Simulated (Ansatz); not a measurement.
`O[SiH](O)/C=C/[SiH3]` + HBr → `O[SiH](O)Br` + `C=C[SiH3]`  (ligand exchange at the Si–C bond)

Isolated molecules relaxed with PBE0-D4/def2-TZVP in Ansatz; ΔE leaves out vibrations. CCSD(T)/CBS adds triple-zeta CCSD(T) − MP2 to the extrapolated MP2 energy (def2 sets, frozen cores). Functionals use def2-TZVPP. B3LYP here is the variant with VWN-RPA as its local correlation; programs differ in this. For Br outer-core shells are correlated without core-valence functions, which leaves a few kJ/mol of doubt a bond. Scalar relativity is left out up to krypton. Each species was taken in one conformer, which may not be the lowest.

| level | ΔE (kJ/mol) | difference from CCSD(T)/CBS |
| --- | --- | --- |
| PBE-D4 | -101.0 | 3.6 |
| r2SCAN-D4 | -106.4 | -1.8 |
| PBE0-D4 | -104.0 | 0.6 |
| B3LYP-D4 | -101.8 | 2.8 |
| ωB97X-V | -103.8 | 0.8 |
| ωB97M-V | -104.7 | -0.1 |
| B2PLYP | -105.4 | -0.8 |
| PBE | -103.8 | 0.8 |
| r2SCAN | -107.8 | -3.2 |
| PBE0 | -106.8 | -2.2 |
| B3LYP | -105.8 | -1.2 |
| HF/def2-TZVPP | -115.3 | -10.7 |
| MP2/def2-TZVPP | -104.5 | 0.1 |
| SCS-MP2/def2-TZVPP | -103.6 | 1.0 |
| CCSD/def2-TZVPP | -101.1 | 3.5 |
| CCSD(T)/def2-TZVPP | -99.4 | 5.2 |
| HF/def2-QZVPP | -115.0 | -10.4 |
| MP2/def2-QZVPP | -107.4 | -2.8 |
| SCS-MP2/def2-QZVPP | -106.1 | -1.5 |
| HF/CBS(def2) | -115.0 | -10.4 |
| MP2/CBS(def2) | -109.7 | -5.1 |
| CCSD/CBS(def2) | -106.3 | -1.7 |
| CCSD(T)/CBS | -104.6 | 0 |

Largest T1 diagnostic among the species: 0.012.

The D4 term adds +4.0 kJ/mol with B3LYP and +2.7 kJ/mol with PBE0; it sums over pairs of atoms, weighted by their polarisabilities, and B3LYP, whose exchange is more repulsive, gets the larger term. In def2-TZVPP, CCSD(T) changes the Hartree–Fock value by +16.0 kJ/mol (the triples alone add +1.7 kJ/mol) and MP2 by +10.8 kJ/mol.
